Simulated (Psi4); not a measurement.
C4H7O (SMILES [CH]1CCOC1), doublet, at a GFN2-xTB geometry; OMP2/STO-3G (Psi4).

Here is a job for Psi4.
```
memory 2 GB

molecule mol {
0 2
C     0.396151   -1.174350   -0.084888
C     1.240978   -0.032108    0.326620
C     0.194192    1.084667    0.468207
O    -0.887678    0.728507   -0.370763
C    -0.958897   -0.684026   -0.414391
H     0.714748   -2.191014   -0.177268
H     1.789177   -0.209311    1.255893
H     1.984237    0.218715   -0.443459
H     0.548553    2.065418    0.148850
H    -0.148256    1.150240    1.512206
H    -1.307590   -0.976372   -1.414353
H    -1.713993   -1.050833    0.310948
}

set {
  basis sto-3g
  reference uhf
}

energy('omp2')
print_variables()
```

The log (banner, timings and long lists left out):

```
    For method 'OMP2', SCF Algorithm Type (re)set to DISK_DF.

   => Loading Basis Set <=

    Name: STO-3G
    Role: ORBITAL
    Keyword: BASIS

         ---------------------------------------------------------
                                   SCF
               by Justin Turney, Rob Parrish, Andy Simmonett
                          and Daniel G. A. Smith
                              UHF Reference
         ---------------------------------------------------------

  ==> Geometry <==

    Molecular point group: c1
    Full point group: C1

    Geometry (in Angstrom), charge = 0, multiplicity = 2:

       Center              X                  Y                   Z               Mass
    ------------   -----------------  -----------------  -----------------  -----------------
         C            0.422157608316    -1.188166735602    -0.068257446085    12.000000000000
         C            1.266984608316    -0.045924735602     0.343250553915    12.000000000000
         C            0.220198608316     1.070850264398     0.484837553915    12.000000000000
         O           -0.861671391684     0.714690264398    -0.354132446085    15.994914619570
         C           -0.932890391684    -0.697842735602    -0.397760446085    12.000000000000
         H            0.740754608316    -2.204830735602    -0.160637446085     1.007825032230
         H            1.815183608316    -0.223127735602     1.272523553915     1.007825032230
         H            2.010243608316     0.204898264398    -0.426828446085     1.007825032230
         H            0.574559608316     2.051601264398     0.165480553915     1.007825032230
         H           -0.122249391684     1.136423264398     1.528836553915     1.007825032230
         H           -1.281583391684    -0.990188735602    -1.397722446085     1.007825032230
         H           -1.687986391684    -1.064649735602     0.327578553915     1.007825032230

  Running in c1 symmetry.

  Rotational constants: A =      0.25805  B =      0.24197  C =      0.13699 [cm^-1]
  Rotational constants: A =   7736.00470  B =   7254.02768  C =   4106.85558 [MHz]
  Nuclear repulsion =  182.372446115748744

  Charge       = 0
  Multiplicity = 2
  Electrons    = 39
  Nalpha       = 20
  Nbeta        = 19

  ==> Algorithm <==

  SCF Algorithm Type is DISK_DF.
  DIIS enabled.
  MOM disabled.
  Fractional occupation disabled.
  Guess Type is SAD.
  Energy threshold   = 1.00e-08
  Density threshold  = 1.00e-08
  Integral threshold = 1.00e-12

  ==> Primary Basis <==

  Basis Set: STO-3G
    Blend: STO-3G
    Number of shells: 22
    Number of basis functions: 32
    Number of Cartesian functions: 32
    Spherical Harmonics?: true
    Max angular momentum: 1

   => Loading Basis Set <=

    Name: (STO-3G AUX)
    Role: JKFIT
    Keyword: DF_BASIS_SCF

  ==> Integral Setup <==

  ==> DiskDFJK: Density-Fitted J/K Matrices <==

    J tasked:                  Yes
    K tasked:                  Yes
    wK tasked:                  No
    Integrals threads:           1
    Algorithm:                Core
    Integral Cache:           SAVE
    Schwarz Cutoff:          1E-12
    Fitting Condition:       1E-10

   => Auxiliary Basis Set <=

  Basis Set: (STO-3G AUX)
    Blend: DEF2-UNIVERSAL-JKFIT
    Number of shells: 167
    Number of basis functions: 503
    Number of Cartesian functions: 589
    Spherical Harmonics?: true
    Max angular momentum: 4

  Minimum eigenvalue in the overlap matrix is 2.0339086989E-01.
  Reciprocal condition number of the overlap matrix is 7.9858665570E-02.
    Using symmetric orthogonalization.

  ==> Pre-Iterations <==

  SCF Guess: Superposition of Atomic Densities via on-the-fly atomic UHF (no occupation information).

   -------------------------
    Irrep   Nso     Nmo
   -------------------------
     A         32      32
   -------------------------
    Total      32      32
   -------------------------

  ==> Iterations <==

[...]
  @DF-UHF Final Energy:  -227.50946095913136
    Total Energy =                       -227.5094609591313883
  DIE_IF_NOT_CONVERGED          => (empty)
[...]
	DF-SCS(N)-MP2 Total Energy (a.u.)  :  -227.55888058272686
	DF-MP2 Correlation Energy (a.u.)   :    -0.21905258952274
	DF-MP2 Total Energy (a.u.)         :  -227.72851354865409
	=======================================================================

	Number of alpha independent-pairs:240
	Number of beta independent-pairs :247

 ==============================================================================
 ================ Performing DF-OMP2 iterations... ============================
 ==============================================================================
	            Minimizing DF-MP2-L Functional
	            ------------------------------
 Iter       E_total           DE           RMS MO Grad      MAX MO Grad      RMS T2
 ----    ---------------    ----------     -----------      -----------     ----------
	successfully fired up coupled DIIS...
   1     -227.7298793964     -1.37e-03       1.53e-03         9.14e-03        1.82e-05
   2     -227.7301761409     -2.97e-04       8.19e-04         4.42e-03        8.09e-06
   3     -227.7302955520     -1.19e-04       1.52e-04         6.85e-04        8.31e-06
   4     -227.7302986246     -3.07e-06       9.54e-05         4.38e-04        6.27e-07
   5     -227.7303003190     -1.69e-06       3.87e-05         1.76e-04        4.65e-07
   6     -227.7303006247     -3.06e-07       1.34e-05         6.40e-05        1.90e-07
   7     -227.7303006626     -3.79e-08       4.25e-06         2.46e-05        7.42e-08
   8     -227.7303006664     -3.82e-09       1.79e-06         7.97e-06        2.29e-08
   9     -227.7303006671     -7.28e-10       5.53e-07         2.13e-06        1.06e-08
  10     -227.7303006672     -6.69e-11       1.59e-07         7.86e-07        3.10e-09

 ==============================================================================
 ======================== DF-OMP2 ITERATIONS ARE CONVERGED ====================
 ==============================================================================

	Computing MP2 energy using optimized MOs...
	=======================================================================
	Nuclear Repulsion Energy (a.u.)    :   182.37244611574874
	DF-HF Energy (a.u.)                :  -227.50946095913136
	REF Energy (a.u.)                  :  -227.50750450963301
	Alpha-Alpha Contribution (a.u.)    :    -0.01462135038159
	Alpha-Beta Contribution (a.u.)     :    -0.19306299856937
	Beta-Beta Contribution (a.u.)      :    -0.01511180870502
	Scaled_SS Correlation Energy (a.u.):    -0.00991105302887
	Scaled_OS Correlation Energy (a.u.):    -0.23167559828324
	DF-SCS-MP2 Total Energy (a.u.)     :  -227.74909116094511
	DF-SOS-MP2 Total Energy (a.u.)     :  -227.73918010791624
	DF-SCS(N)-MP2 Total Energy (a.u.)  :  -227.55983486962543
	DF-MP2 Correlation Energy (a.u.)   :    -0.22083970815763
	DF-MP2 Total Energy (a.u.)         :  -227.73030066728899
	=======================================================================

	=======================================================================
	================ DF-OMP2 FINAL RESULTS ================================
	=======================================================================
	Nuclear Repulsion Energy (a.u.)    :   182.37244611574874
	DF-HF Energy (a.u.)                :  -227.50946095913136
	REF Energy (a.u.)                  :  -227.50750450963301
	DF-SCS-OMP2 Total Energy (a.u.)    :  -227.74909116094511
	DF-SOS-OMP2 Total Energy (a.u.)    :  -227.73918010791624
	DF-SCS(N)-OMP2 Total Energy (a.u.) :  -227.55983486962543
	DF-OMP2 Correlation Energy (a.u.)  :    -0.22083970808046
	Edfomp2 - Eref (a.u.)              :    -0.22279615757881
	DF-OMP2 Total Energy (a.u.)        :  -227.73030066721182
	=======================================================================

  Variable Map:
  ----------------------------------------------------------------------------
[...]
  Array Variable Map:
  ----------------------------------------------------------------------------
[...]
[...]
```
